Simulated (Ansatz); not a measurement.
Input file for Ansatz (a program for electronic structure): R-r2SCAN/def2-TZVPPD on AsBrH4 (a complex), monomers drawn apart or pushed together. Files ending in .json are basis or fitting sets from the Basis Set Exchange.

Ansatz 0.2 input:
```yaml
crystal:
  periodic: [false, false, false]
  atoms:
    - {symbol: As, position_ang: [-0.24589795, -0.19971429, 0.14388447]}
    - {symbol: H, position_ang: [-0.93105301, 0.73324079, -0.84218941]}
    - {symbol: H, position_ang: [-0.41634523, -1.41915382, -0.74823450]}
    - {symbol: H, position_ang: [1.14502960, 0.10943673, -0.38686969]}
    - {symbol: Br, position_ang: [-1.06166790, -0.23756779, 3.82675919]}
    - {symbol: H, position_ang: [-0.75066671, -0.22281977, 2.42145403]}
basis:
  gaussian:
    orbitals: def2-TZVPPD.json
hamiltonian:
  xc: {name: r2SCAN}
scf: {lower_state_search: off}
```

Program output:

```
WARN ansatz: RAYON_NUM_THREADS=1 ignored (pool sized by the plan → 1); use --threads N
Functional definition: r2SCAN
these checks for a lower state are left out or cut short: stability, starts, cluster_reference, orbital_swaps, neighbouring_geometries, increment
integrals: 0.10 GiB planned
1063 factors; their error is unknown
mean field: 0.66 GiB planned
mean field evaluation 1: about -130951.5106 eV, gradient 1.5e1 eV
mean field evaluation 2: about -130951.8062 eV, gradient 1.0e1 eV
mean field evaluation 4: about -130951.9754 eV, gradient 4.7e-1 eV
mean field evaluation 8: about -130951.9616 eV, gradient 2.3e-1 eV
mean field evaluation 16: about -130951.9616 eV, gradient 5.7e-6 eV
mean field -130951.96161431 eV, -4812.3958268984 hartree, gradient 5.8e-6 eV, S^2 0.000000; 0 other end points of the search recorded, 0 dependent functions left out
reference -130951.96163048 eV, -4812.3958274925 hartree; 36, 36 occupied and 143, 143 virtual orbitals, 1063 factors
Total energy: -130951.96163048 eV, -4812.3958274925 hartree
Checks for a lower state left out: stability, starts, cluster_reference, orbital_swaps, neighbouring_geometries, increment
```

The calculation finished and met its thresholds.

Cost: very roughly 4 core-seconds.
